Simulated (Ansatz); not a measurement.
Single points on the cluster Tl6.

```yaml
crystal:
  periodic: [false, false, false]
  atoms:
    - {symbol: Tl, position_ang: [-2.537255, 0.806576, -1.221648]}
    - {symbol: Tl, position_ang: [1.125769, 2.534013, 0.481781]}
    - {symbol: Tl, position_ang: [3.150856, -1.087004, -1.178425]}
    - {symbol: Tl, position_ang: [0.313879, 0.006726, -1.055724]}
    - {symbol: Tl, position_ang: [0.457020, -1.376335, 1.592859]}
    - {symbol: Tl, position_ang: [-2.510270, -0.883976, 1.381147]}
basis:
  gaussian: {orbitals: def2-TZVP, initial_orbitals: start.molden}
hamiltonian: {xc: r2scan, dispersion: d4}
scf: {omitted_lower_state_checks: [starts]}
output: {orbitals: {seedname: orbitals}}
```

The file start.molden holds the orbitals of an earlier run on this structure, at another level or in another basis.

```sh
$ ansatz run in.yaml --threads 4 --pin off --events-out ev --progress --plain --max-ram 4787MiB
```

It prints (some lines left out):

```
Functional definition: r2SCAN
2334 factors; their error is unknown
mean field evaluation 1: about -28183.8398 eV, gradient 7.6e0 eV
mean field evaluation 2: about -28183.9222 eV, gradient 1.3e-1 eV
mean field evaluation 4: about -28183.9079 eV, gradient 9.0e-4 eV
mean field -28183.90790728 eV, -1035.7395118536 hartree, gradient 2.3e-5 eV, S^2 0.000000; 0 other end points of the search recorded, 0 dependent functions left out
reference -28183.90792605 eV, -1035.7395125434 hartree; 63, 63 occupied and 237, 237 virtual orbitals, 2334 factors
Total energy: -28183.98665984 eV, -1035.7424059568 hartree
Checks for a lower state left out: starts
```

Run time 17 s (4 threads of Arm Neoverse V1 on a shared host), peak host memory 0.73 GiB.

As the first input, with `hamiltonian: {xc: {name: B3LYP}, dispersion: d4}` (abridged; 18 s):

```
Functional definition: B3LYP
mean field -28181.17437338 eV, -1035.6390563357 hartree, gradient 1.5e-5 eV, S^2 0.000000
Total energy: -28181.94623944 eV, -1035.6674218901 hartree
Checks for a lower state left out: starts
```

First input, but with `hamiltonian: {xc: pbe, dispersion: d4}`, `output: {forces: true, orbitals: {seedname: orbitals}}` (abridged; 10 s):

```
Functional definition: PBE
mean field -28177.24005251 eV, -1035.4944727103 hartree, gradient 2.0e-5 eV, S^2 0.000000
Total energy: -28177.70137463 eV, -1035.5114259858 hartree
Atom 0 force     0.091027    -0.060747     0.062140 eV/Å
Atom 1 force    -0.021442    -0.062378    -0.034082 eV/Å
Atom 2 force    -0.070330     0.027936     0.007387 eV/Å
Atom 3 force    -0.005498     0.013270     0.104261 eV/Å
Atom 4 force    -0.083440     0.054125    -0.085115 eV/Å
Atom 5 force     0.089683     0.027794    -0.054592 eV/Å
Dipole moment:     0.365130     0.201216     0.130306 e Å
Checks for a lower state left out: starts
```

Geometry: PBE-D4/def2-SVP.

In the def2 sets Tl takes a core potential; there is no spin–orbit coupling. B3LYP takes the VWN-RPA correlation. The restricted singlet is unstable towards broken spin symmetry in Hartree–Fock (as tested in another run); at r2SCAN-D4/def2-TZVP, B3LYP-D4/def2-TZVP, PBE-D4/def2-TZVP this wasn't settled. Another isomer (singlet) lies 0.48 eV lower at PBE0-D4/def2-TZVP; other spin states weren't run for this one.
